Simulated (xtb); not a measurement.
1,1-dichlorobuta-1,3-diene (C4H4Cl2), SMILES C(Cl)(=CC=C)Cl. All values are semi-empirical tight-binding results from xtb (GFN2-xTB unless named), good for trends rather than for accurate numbers. Geometry: GFN2-xTB. One conformer was computed; it need not be the lowest.

Optimised geometry:

```xyz
10

C     -0.4565    -3.2264     0.0000
C      0.1163    -2.0258     0.0000
C     -0.6403    -0.7986     0.0000
C     -0.1095     0.4267     0.0000
Cl     1.5789     0.7426     0.0000
Cl    -1.0808     1.8474     0.0000
H     -1.5276    -3.3419     0.0000
H      0.1257    -4.1308     0.0000
H      1.1924    -1.9310     0.0000
H     -1.7176    -0.8830     0.0000
```
Charge 0, spin multiplicity 1.

Computed properties:
| Quantity | Value |
|---|---|
| point group as xtb finds it | Cs |
| orbital gap | 3.26 eV |
| dipole moment | 1.68 D |
| zero-point energy | 40.7 kcal/mol |
| G − E(el) at 298.15 K (modified RRHO) | 20.7 kcal/mol |
| static polarisability (D4 model) | 75.1 bohr³ |
| solvation energy, GFN2-xTB/ALPB(water) | -1.6 kcal/mol |
| solvation energy, GFN2-xTB/ALPB(thf) | -6.4 kcal/mol |

Computed atomic charges and the Wiberg bond orders between heavy atoms:
charges (e) C1 -0.08, C2 -0.02, C3 -0.05, C4 0.15, Cl5 -0.12, Cl6 -0.12, H7 0.05, H8 0.05, H9 0.06, H10 0.08. Bond orders C1–C2 1.87, C2–C3 1.13, C3–C4 1.73, C4–Cl5 1.01, C4–Cl6 1.00.
